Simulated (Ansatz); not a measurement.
Relaxation of BH4NOTe (8 atoms, charge 0, multiplicity 1), to a largest force component of 0.015 eV/Å in at most 40 steps.

These are results of RKS LDA/def2-SVP (Ansatz), not measurements.

```xyz
8
Properties=species:S:1:pos:R:3
N -0.174 1.311 0.002
B 0.317 -0.066 0.043
O 1.705 -0.310 -0.216
Te -0.963 -1.746 0.475
H -0.980 1.358 -0.745
H -0.671 1.563 0.912
H 2.186 -0.255 0.696
H -1.328 -1.912 -1.223
```

**Question.** Where does it end, and by what steps?

**Answer.** It converged. After 14 steps the energy has fallen by 2.010 eV; H6 moved furthest, 1.42 Å.

| step | energy less start (eV) | largest force component (eV/Å) | accepted |
| --- | --- | --- | --- |
| 0 | 0.0000 | 2.695 | yes |
| 1 | -0.3504 | 1.595 | yes |
| 2 | -0.5572 | 1.400 | yes |
| 3 | -0.7780 | 2.097 | yes |
| 4 | -1.1791 | 1.085 | yes |
| 5 | -1.4378 | 1.384 | yes |
| 6 | -1.6193 | 1.333 | yes |
| 7 | -1.7241 | 1.134 | yes |
| 8 | -1.8409 | 1.046 | yes |
| 9 | -1.9123 | 1.071 | yes |
| 10 | -1.9735 | 0.577 | yes |
| 11 | -2.0040 | 0.274 | yes |
| 12 | -2.0076 | 0.213 | yes |
| 13 | -2.0101 | 0.066 | yes |
| 14 | -2.0103 | 0.011 | yes |

```xyz
8
Properties=species:S:1:pos:R:3
N -0.289 0.947 -0.105
B 0.388 -0.269 0.059
O 1.728 -0.404 0.234
Te -0.673 -2.180 0.054
H 0.181 1.856 -0.109
H -1.300 1.004 -0.233
H 2.220 0.438 0.248
H -2.163 -1.450 -0.203
```

The run took 36 s on 1 thread of Arm Neoverse V1, on a shared host, peak memory 0.14 GiB.
